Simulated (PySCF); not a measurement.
# Excitation energy of Tc⁺ by level of theory

Tc⁺ [Kr] 4d5 5s1 (7S) → Tc⁺ [Kr] 4d6 (5D), as a difference of total energies. All numbers are calculated (PySCF 2.14, scalar relativity by spin-free X2C-1e, in x2c-QZVPPall (13s8p7d4f2g, 118 functions)). The calculations carry no spin-orbit coupling.

```tsv
method	excitation energy (eV)
UHF	1.443
M06-L	-0.033
wB97X	-0.184
wB97M-V	0.178
```
